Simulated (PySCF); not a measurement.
Isomers of C5H12AlNO. The calculation used PySCF, PBE0-D3(BJ)/def2-SVP geometry optimisation, gas phase. One conformer each; no zero-point energy, no entropy. No frequencies were run at this level. Point groups hold within 0.08 Å.

Question: Order them by energy at this level, lowest first, and give relative energies in kJ/mol.
A. `[H]/[N:1]=[CH:2]\[C@@H:3]1[CH2:4][CH2:5][CH2:6][O+:7]1[AlH3-:8]` with N1–C2–C3–C4 118°, C2–C3–C4–C5 -85°, C3–C4–C5–C6 -39°, C4–C5–C6–O7 30°, C5–C6–O7–Al8 177°
B. `[CH2:1]=[N:2][C@@H:3]1[CH2:4][CH2:5][CH2:6][O+:7]1[AlH3-:8]` with C1–N2–C3–C4 -103°, N2–C3–C4–C5 -141°, C3–C4–C5–C6 2°, C4–C5–C6–O7 22°, C5–C6–O7–Al8 100°
C. `[CH3:1][C:2]#[N+:3][AlH2-:4][O:5][CH:6]([CH3:7])[CH3:8]` with N3–Al4–O5–C6 -76°, Al4–O5–C6–C7 -48°

Answer: C (0.0), A (167.0), B (198.6).

| SMILES | E (Eh) | E rel (kJ/mol) | dipole (D) | point group | A, B, C (MHz) |
| --- | --- | --- | --- | --- | --- |
| CC#[N+][AlH2-][O]C(C)C | -569.39323 | 0.0 | 8.32 | C1 | 2405, 888.4, 713.1 |
| [H]/N=C\[C@@H]1CCC[O+]1[AlH3-] | -569.32962 | 167.0 | 6.42 | C1 | 2175, 1481, 1092 |
| C=N[C@@H]1CCC[O+]1[AlH3-] | -569.31760 | 198.6 | 7.27 | C1 | 1927, 1689, 1043 |

Q: How do the relative energies change in single points at PBE0/pcSseg-1 (no added dispersion term) on the same geometries?

A: 
```
                        SMILES  PBE0-D3(BJ)/def2-SVP (kJ/mol)  PBE0/pcSseg-1 (kJ/mol)  shift
        CC#[N+][AlH2-][O]C(C)C                            0.0                     0.0    0.0
[H]/N=C\[C@@H]1CCC[O+]1[AlH3-]                          167.0                   183.5  +16.5
     C=N[C@@H]1CCC[O+]1[AlH3-]                          198.6                   215.8  +17.2
```

Each column counts from its own lowest isomer. The order is unchanged; the largest shift is 17.2 kJ/mol.
